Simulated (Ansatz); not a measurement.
Reaction (isomerisation): `CCCBO` → `CBOCC`

Computed with Ansatz on PBE0-D4/def2-TZVP structures; ΔE is electronic, products minus reactants. CCSD(T)/CBS is the MP2 limit (def2-TZVPP, def2-QZVPP) plus CCSD(T) − MP2 in def2-TZVPP, frozen cores. Functionals use def2-TZVPP. Each species was taken in one conformer, which may not be the lowest.

```tsv
species	PBE-D4 energy (Eh)
`CCCBO`	-219.65847
`CBOCC`	-219.64928
```

(1) Work out ΔE.

Largest T1 diagnostic among the species: 0.012.

Answers

(1) ΔE = (-219.64928) − (-219.65847) = 0.00919 Eh = +24.1 kJ/mol. CCSD(T)/CBS gives +28.8 kJ/mol.

In def2-TZVPP, CCSD(T) changes the Hartree–Fock value by +11.3 kJ/mol (the triples alone add +0.5 kJ/mol) and MP2 by +15.9 kJ/mol.
